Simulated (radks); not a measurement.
Results of a calculation; reference values are marked as such.
Xe V, 50 electrons, occupied as [Kr] 4d10 5s2 5p2. Code: a radial shooting solver on a logarithmic mesh with Libxc functionals. Model: non-relativistic Kohn-Sham, TPSS, spin-polarised, spherical densities, point nucleus; open shells are filled with parallel spins first (spin-orbit coupling, left out, can overturn this in heavy ions); meta-GGA in the generalised Kohn-Sham scheme; relativity is left out, which matters for an element this heavy.

Unscreened Slater integrals over Kohn-Sham orbitals (cm^-1). They are taken over the spin-up orbitals.

F0(5p,5p): 100870
F2(5p,5p): 55424
F0(5p,5s): 105510
G1(5p,5s): 72866
F0(5p,4d): 124590
F2(5p,4d): 36623
G1(5p,4d): 11011
G3(5p,4d): 10615
F0(5p,4p): 126250
F2(5p,4p): 33023
G0(5p,4p): 6611.1
G2(5p,4p): 8597.7
F0(5s,5s): 111110
F0(5s,4d): 135270
G2(5s,4d): 14844
F0(5s,4p): 137310
G1(5s,4p): 10081
F0(4d,4d): 228470
F2(4d,4d): 116260
F4(4d,4d): 77440
F0(4d,4p): 240170
F2(4d,4p): 123290
G1(4d,4p): 156940
G3(4d,4p): 97803
F0(4p,4p): 253940
F2(4p,4p): 133780

Derived for the open shells (J is the average intra-shell exchange parameter used in DFT+U). 5p: J = F2/5 = 11080 cm^-1.
